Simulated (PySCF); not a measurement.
## Deuteron quadrupole couplings in `C=CC#C[Si@H](C)P`

Compound: C₅H₉PSi.
Structure used (GFN2-xTB), in Å, numbered top down from 1:
```
atom  x, y, z in Å
C1     3.3782   -1.1987   -0.2638
C2     2.8801   -0.0081    0.0544
C3     1.5030    0.2880    0.0122
C4     0.3240    0.5663   -0.0071
Si5   -1.4916    0.9021   -0.1331
C6    -2.3237    0.4743    1.5235
P7    -2.4648   -0.3349   -1.7513
H8     2.7405   -2.0095   -0.5753
H9     4.4351   -1.3988   -0.2229
H10    3.5224    0.8070    0.3666
H11   -1.6765    2.3173   -0.4914
H12   -3.3969    0.6327    1.4645
H13   -2.1561   -0.5638    1.7974
H14   -1.9361    1.0951    2.3248
H15   -1.8379   -1.5183   -1.4051
H16   -1.5074   -0.0418   -2.7049
```

Level: PBE0/pcSseg-1 (PySCF, non-relativistic); Q(2H) = 0.00286 b; rigid geometry, the same for H and D, with no vibrational averaging.

Question: Rank these positions by the coupling χzz of a deuteron there, largest first.
A. H12 (methyl hydrogen)
B. H16 (P–H hydrogen)
C. H8 (vinylic hydrogen)
D. H11 (Si–H hydrogen)

Answer: C (223 kHz), A (217 kHz), B (145 kHz), D (105 kHz).

Q: Tabulate Vzz, the asymmetry η and χzz = 234.96 MHz × Q × Vzz for every hydrogen position.

A: 
```tsv
atom	bonded to	bond length (Å)	Vzz (au)	η	χzz (kHz)
H8	C1	1.078	0.3323	0.05	223
H9	C1	1.077	0.3360	0.04	226
H10	C2	1.084	0.3198	0.06	215
H11	Si5	1.472	0.1559	0.00	105
H12	C6	1.086	0.3227	0.00	217
H13	C6	1.087	0.3231	0.01	217
H14	C6	1.085	0.3260	0.01	219
H15	P7	1.383	0.2153	0.08	145
H16	P7	1.383	0.2156	0.08	145
```

Q: Average by the element that carries the hydrogen.

A: on C: 220 kHz over 6 positions, mean bond length 1.083 Å; on Si: 105 kHz over 1 position, mean bond length 1.472 Å; on P: 145 kHz over 2 positions, mean bond length 1.383 Å.

Q: How does χzz go with the bond length over the 6 C–H bonds?

A: A straight-line fit has a slope of -8.2 kHz for each 0.01 Å, with a correlation coefficient of -0.88, over lengths from 1.077 to 1.087 Å. The longer bonds have the smaller couplings here.

Q: A static deuteron (I = 1) shows a doublet split by (3/2)χ, (3/4)χ(1 + η) and (3/4)χ(1 − η) with the field along z, y and x of the gradient. What are these for H13?

A: With |χ| = 217.1 kHz and η = 0.008: 326, 164 and 162 kHz, to first order and without motion.

The structure is a single GFN2-xTB conformer in the gas phase; no vibrational or solvent corrections. GFN2-xTB bond lengths can be off by several hundredths of an ångström, more for odd bonds, and the gradients follow them. These gradients aren't converged with respect to the basis.

These values come from a run that also computed NMR shieldings. Hardware: an Arm Neoverse V2 with one thread, no GPU, shared host. Cost: 36 s, 0.80 GiB resident at most.
